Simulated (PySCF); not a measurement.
## Charge on either side of a bond

Compound: C₆H₁₁F₃O.
Atom-mapped SMILES: `[CH3:1][CH2:2][O:3][C:4]([CH3:5])([CH3:6])[C:7]([F:8])([F:9])[F:10]` (hydrogens: H11, H12, H13 on C1; H14, H15 on C2; H16, H17, H18 on C5; H19, H20, H21 on C6)

Cartesian coordinates in Å at the GFN2-xTB level; atoms count from 1:
```xyz
21
C6H11F3O angstrom
C      2.813   -0.743   -0.086
C      1.619    0.188    0.060
O      0.470   -0.531   -0.369
C     -0.809   -0.037   -0.052
C     -1.782   -0.906   -0.854
C     -1.132   -0.089    1.446
C     -0.977    1.423   -0.532
F     -2.263    1.812   -0.482
F     -0.573    1.601   -1.795
F     -0.302    2.316    0.213
H      2.890   -1.079   -1.115
H      2.689   -1.613    0.554
H      3.723   -0.220    0.192
H      1.763    1.079   -0.565
H      1.516    0.508    1.103
H     -1.672   -1.937   -0.531
H     -2.807   -0.583   -0.702
H     -1.533   -0.848   -1.911
H     -2.167    0.197    1.608
H     -0.495    0.585    2.014
H     -0.980   -1.104    1.803
```

Atomic charges (e) from the PBE0/pcSseg-1 density (PySCF):

```tsv
atom	Mulliken	IAO	Hirshfeld	ESP-fitted
C1	-0.2660	-0.4214	-0.1216	-0.4814
C2	+0.0043	-0.0484	-0.0034	+0.3991
O3	-0.5108	-0.3988	-0.1280	-0.4480
C4	-0.2605	+0.1945	+0.0677	+0.3974
C5	-0.1644	-0.4252	-0.1326	-0.6286
C6	-0.1743	-0.4442	-0.1344	-0.5520
C7	+0.8574	+0.7782	+0.2573	+0.6066
F8	-0.2734	-0.2867	-0.0850	-0.2151
F9	-0.2657	-0.2767	-0.0849	-0.2071
F10	-0.2749	-0.2860	-0.0800	-0.2408
H11	+0.1219	+0.1508	+0.0440	+0.1359
H12	+0.1138	+0.1462	+0.0410	+0.1310
H13	+0.1124	+0.1456	+0.0474	+0.1164
H14	+0.1138	+0.1287	+0.0239	-0.0142
H15	+0.1032	+0.1195	+0.0316	-0.0129
H16	+0.1268	+0.1560	+0.0483	+0.1982
H17	+0.1233	+0.1508	+0.0400	+0.1751
H18	+0.1317	+0.1585	+0.0399	+0.1676
H19	+0.1255	+0.1553	+0.0446	+0.1502
H20	+0.1273	+0.1485	+0.0360	+0.1466
H21	+0.1285	+0.1547	+0.0483	+0.1761
```

Question: Cut each of the bonds C1–C2, C2–O3, O3–C4, C5–C4 and C7–C4 in turn and sum the charges on the side of the atom named first.

Answer: In e; the other side holds the opposite charge:

| bond cut | piece | atoms | Mulliken | IAO | Hirshfeld | ESP-fitted |
| --- | --- | --- | --- | --- | --- | --- |
| C1–C2 | CH3 | 4 | +0.082 | +0.021 | +0.011 | -0.098 |
| C2–O3 | C2H5 | 7 | +0.303 | +0.221 | +0.063 | +0.274 |
| O3–C4 | C2H5O | 8 | -0.207 | -0.178 | -0.065 | -0.174 |
| C5–C4 | CH3 | 4 | +0.217 | +0.040 | -0.004 | -0.088 |
| C7–C4 | CF3 | 4 | +0.043 | -0.071 | +0.007 | -0.056 |

Extremes among these pieces. Mulliken: lowest C2H5O at O3, highest C2H5 at C2; IAO: lowest C2H5O at O3, highest C2H5 at C2; Hirshfeld: lowest C2H5O at O3, highest C2H5 at C2; ESP-fitted: lowest C2H5O at O3, highest C2H5 at C2.

Question: Do the schemes agree better on the pieces than on the single atoms at the cuts?

Answer: The spread between schemes averages 0.197 e for the pieces and 0.457 e for the atoms named first; it is smaller for the piece at 5 of the 5 cuts. On average they agree better on the pieces. The sign differs between schemes (beyond ±0.03 e) for CH3 at C1, CH3 at C5 and CF3 at C7.

Isolated species at its GFN2-xTB geometry (one conformer only).

The run behind these numbers computed NMR shieldings as well. Hardware: one thread of an AMD EPYC, shared host. Cost: 2.4 min of wall time (grids of density and orbitals included), 1.1 GiB resident at most.
